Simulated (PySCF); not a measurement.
ZrI4, SMILES [I][Zr]([I])([I])[I], multiplicity 1.

Coordinates come from a PBE0-D3(BJ)/def2-SVP optimisation. The multiplicity is an assumed one; no other spin state was optimised. The isomer is the one that the SMILES or the coordinates give; other isomers of the formula were not compared. The def2 effective core potentials stand for the cores of I, Zr; spin–orbit coupling is left out.

Method: TDDFT-PBE/def2-SVPD in PySCF.

Vertical excitations; the highest root listed may be one member of a degenerate set.  State labels are in the subgroup D2.

```tsv
state	symmetry	energy (eV)	λ (nm)	f	main pairs
S1	B2	3.19	388	0.000	HOMO−1→LUMO+1, HOMO−1→LUMO (degenerate set)
S2	B3	3.19	388	0.000	HOMO→LUMO+1, HOMO→LUMO (degenerate set)
S3	B1	3.19	388	0.000	HOMO−2→LUMO (degenerate set)
S4	B3	3.35	370	0.024	HOMO→LUMO, HOMO→LUMO+1 (degenerate set)
S5	B1	3.35	370	0.024	HOMO−2→LUMO+1 (degenerate set)
S6	B2	3.35	370	0.024	HOMO−1→LUMO, HOMO−1→LUMO+1 (degenerate set)
S7	B2	3.82	325	0.000	HOMO−4→LUMO, HOMO−4→LUMO+1, HOMO→LUMO+2, HOMO−2→LUMO+4 (degenerate set)
S8	B3	3.82	325	0.000	HOMO−3→LUMO, HOMO−1→LUMO+2, HOMO−2→LUMO+3, HOMO−3→LUMO+1 (degenerate set)
S9	B1	3.82	325	0.000	HOMO−5→LUMO+1, HOMO→LUMO+3, HOMO−1→LUMO+4 (degenerate set)
S10	A	3.82	325	0.000	HOMO−1→LUMO+3, HOMO−2→LUMO+2, HOMO→LUMO+4 (degenerate set)
T1	B3	3.05	406	0	HOMO→LUMO, HOMO→LUMO+1 (degenerate set)
T2	B2	3.05	406	0	HOMO−1→LUMO, HOMO−1→LUMO+1 (degenerate set)
T3	B1	3.05	406	0	HOMO−2→LUMO+1 (degenerate set)
T4	B1	3.12	397	0	HOMO−2→LUMO 99 %
```
Triplets are in the Tamm–Dancoff approximation, which puts them higher than full response would, so one can lie above its singlet here.
